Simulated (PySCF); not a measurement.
A structure optimised at B3LYP-D3(BJ)/def2-TZVP, used in a PySCF frequency run:

```
Zn
O 1 1.7820
H 2 0.9614 1 115.07
N 1 1.8212 2 171.39 3 180.00
H 4 1.0120 1 115.76 2 -116.18
H 4 1.0120 5 107.84 1 131.48
```

### Question
Write its SMILES, formula and point group.

### Answer
[NH2][Zn][OH], H₃NOZn, Cs

### Question
What are its rotational constants (standard atomic weights)?

### Answer
208.89, 4.4564, 4.4455 GHz
